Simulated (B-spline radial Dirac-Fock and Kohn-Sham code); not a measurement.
## Two-hole binding energies of Dy²⁺

System: Dy²⁺ in the configuration [Xe] 4f10, inside a Watson sphere of charge -2 and radius 1.8 Å (a model of the Madelung potential; inside it an electron's potential energy is raised by 16.0 eV).

Level of theory: ΔSCF Dirac-Fock with Breit, self-energy and vacuum polarisation, finite nucleus, configuration average; a B-spline atomic structure program. U is the two-hole binding energy less the two single-hole energies, the effective repulsion of the holes after relaxation. Each two-hole energy is an average over J within one jj subconfiguration.

| holes | E(a) (eV) | E(b) (eV) | E(ab) (eV) | U (eV) |
| --- | --- | --- | --- | --- |
| 1s⁻¹ 2p1/2⁻¹ | 53787.1 | 8582.3 | 62707.8 | 338.3 |
| 1s⁻¹ 2p3/2⁻¹ | 53787.1 | 7791.3 | 61868.0 | 289.6 |
| 1s⁻¹ 3p1/2⁻¹ | 53787.1 | 1846.5 | 55731.5 | 97.9 |
| 2p1/2⁻² | 8582.3 | 8582.3 | 17401.5 | 236.9 |
| 2p1/2⁻¹ 2p3/2⁻¹ | 8582.3 | 7791.3 | 16578.7 | 205.1 |
| 2p3/2⁻² | 7791.3 | 7791.3 | 15782.6 | 200.1 |
| 2s⁻¹ 3p1/2⁻¹ | 9054.0 | 1846.5 | ? | ? |
| 2p1/2⁻¹ 3p3/2⁻¹ | 8582.3 | 1679.6 | 10336.6 | 74.7 |
| 2p1/2⁻¹ 3d3/2⁻¹ | 8582.3 | 1332.7 | 9993.8 | 78.8 |
| 2p3/2⁻¹ 3d5/2⁻¹ | 7791.3 | 1297.2 | 9165.8 | 77.4 |
| 3p1/2⁻² | 1846.5 | 1846.5 | 3750.5 | 57.5 |
| 3d3/2⁻¹ 3d5/2⁻¹ | 1332.7 | 1297.2 | 2690.0 | 60.1 |
| 4d5/2⁻² | 162.5 | 162.5 | 347.5 | 22.5 |
| 5p1/2⁻² | 31.49 | 31.49 | 77.61 | 14.6 |

**Question.** Give the missing two-hole energy and U.

**Answer.** E(ab) = 10976.3 eV and U = 75.7 eV.

Values without a named source are computed, but for edge energies of neutral atoms, which are taken from tables.
